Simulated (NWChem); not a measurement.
All runs are NWChem calculations. System: HBrOSi, charge 0, spin multiplicity 1, at a geometry optimised with PBE0/def2-SVP. The structure started from a generated list of species. Level: PBE/aug-cc-pVTZ.

The NWChem input:

```
start mol
memory heap 200 mb stack 900 mb global 1100 mb
geometry units angstroms nocenter noautoz
  Si    -0.964764    -0.919374     0.000000
  Br     0.336373     0.928404     0.000000
  O      0.229102    -2.079415     0.000000
  H     -0.099182    -2.987578     0.000000
  symmetry group Cs
end
basis spherical
  * library aug-cc-pvtz
end
dft
  xc xpbe96 cpbe96
  semidirect memsize 60000000 filesize 0
  iterations 100
end
task dft energy
```

Output (cleaned and shortened):

```
             Northwest Computational Chemistry Package (NWChem) 7.3.0
             --------------------------------------------------------

                                NWChem Input Module
                                -------------------

 Scaling coordinates for geometry "geometry" by  1.889725989
 (inverse scale =  0.529177249)

 Turning off AUTOSYM since
 SYMMETRY directive was detected!

                             Geometry "geometry" -> ""
                             -------------------------

 Output coordinates in angstroms (scale by  1.889725989 to convert to a.u.)

  No.       Tag          Charge          X              Y              Z
 ---- ---------------- ---------- -------------- -------------- --------------
    1 Si                  14.0000    -0.96476400    -0.91937400     0.00000000
    2 Br                  35.0000     0.33637300     0.92840400     0.00000000
    3 O                    8.0000     0.22910200    -2.07941500     0.00000000
    4 H                    1.0000    -0.09918200    -2.98757800     0.00000000

 Effective nuclear repulsion energy (a.u.)     211.9603526087

            Nuclear Dipole moment (a.u.)
            ----------------------------
        X                 Y               Z
 ---------------- ---------------- ----------------
    -0.0000132281     0.0000113384     0.0000000000

      Symmetry information
      --------------------

 Group name             Cs
 Group number              2
 Group order               2
 No. of unique centers     4

      Symmetry unique atoms

     1    2    3    4


 Summary of "ao basis" -> "" (spherical)
 ------------------------------------------------------------------------------
       Tag                 Description            Shells   Functions and Types
 ---------------- ------------------------------  ------  ---------------------
 *                        aug-cc-pvtz                 on all atoms

  pbe96 is a nonlocal functional; adding pw91lda local functional.

                                 NWChem DFT Module
                                 -----------------

 Summary of "ao basis" -> "ao basis" (spherical)
[...]
              MO Center= -7.8D-01, -6.2D-01,  2.8D-15, r^2= 3.6D+00
   Bfn.  Coefficient  Atom+Function         Bfn.  Coefficient  Atom+Function
  ----- ------------  ---------------      ----- ------------  ---------------
     5      0.380956  1 Si s                  3      0.317559  1 Si s
    10     -0.299353  1 Si px                64      0.295363  2 Br px
   118      0.179929  3 O  px                70      0.178685  2 Br px
    67      0.164553  2 Br px                16     -0.160531  1 Si px
   115      0.151974  3 O  px                65      0.121572  2 Br py

 Vector   30  Occ=0.000000D+00  E=-1.116264D-01  Symmetry=a"
              MO Center= -9.0D-01, -7.8D-01,  1.1D-11, r^2= 3.2D+00
   Bfn.  Coefficient  Atom+Function         Bfn.  Coefficient  Atom+Function
  ----- ------------  ---------------      ----- ------------  ---------------
    18      0.527804  1 Si pz                12      0.509164  1 Si pz
    66     -0.186413  2 Br pz               120     -0.164398  3 O  pz
    72     -0.151863  2 Br pz               123     -0.141250  3 O  pz
   117     -0.135223  3 O  pz                21      0.108990  1 Si pz
    69     -0.103041  2 Br pz               126     -0.079870  3 O  pz

 Vector   31  Occ=0.000000D+00  E=-4.762395D-02  Symmetry=a'
              MO Center= -8.5D-01, -2.2D+00, -8.4D-12, r^2= 6.9D+00
   Bfn.  Coefficient  Atom+Function         Bfn.  Coefficient  Atom+Function
  ----- ------------  ---------------      ----- ------------  ---------------
   159      0.457041  4 H  s                  5     -0.397792  1 Si s
    17     -0.315885  1 Si py               114      0.265315  3 O  s
    11     -0.254376  1 Si py                20     -0.196583  1 Si py
    70     -0.155767  2 Br px                64     -0.150350  2 Br px
   125      0.139718  3 O  py               158      0.127027  4 H  s

 Vector   32  Occ=0.000000D+00  E=-2.667993D-02  Symmetry=a'
              MO Center= -2.0D-01, -8.2D-01, -6.3D-13, r^2= 9.5D+00
   Bfn.  Coefficient  Atom+Function         Bfn.  Coefficient  Atom+Function
  ----- ------------  ---------------      ----- ------------  ---------------
   159      0.674644  4 H  s                 17      0.467111  1 Si py
    16      0.367655  1 Si px                57     -0.358865  2 Br s
    20      0.354702  1 Si py                19      0.291223  1 Si px
    56     -0.283867  2 Br s                 71      0.279303  2 Br py
    74      0.274283  2 Br py                10      0.268100  1 Si px

 center of mass
 --------------
 x =   0.05227735 y =   0.18462879 z =   0.00000000

 moments of inertia (a.u.)
 ------------------
         605.277288579638        -150.388914799880           0.000000000000
        -150.388914799880         127.973514428068           0.000000000000
           0.000000000000           0.000000000000         733.250803007705

     Multipole analysis of the density
     ---------------------------------

     L   x y z        total         alpha         beta         nuclear
     -   - - -        -----         -----         ----         -------
     0   0 0 0     -0.000000    -29.000000    -29.000000     58.000000

     1   1 0 0     -0.401528     -0.200758     -0.200758     -0.000013
     1   0 1 0     -0.864455     -0.432233     -0.432233      0.000011
     1   0 0 1     -0.000000     -0.000000     -0.000000      0.000000

     2   2 0 0    -29.205034    -45.707649    -45.707649     62.210264
     2   1 1 0      1.689370    -34.567748    -34.567748     70.824866
     2   1 0 1     -0.000000     -0.000000     -0.000000      0.000000
     2   0 2 0    -22.531250   -163.961702   -163.961702    305.392155
     2   0 1 1      0.000000      0.000000      0.000000      0.000000
     2   0 0 2    -27.098264    -13.549132    -13.549132      0.000000

 Task  times  cpu:      148.3s     wall:      148.3s

 Total times  cpu:      148.4s     wall:      148.4s
```
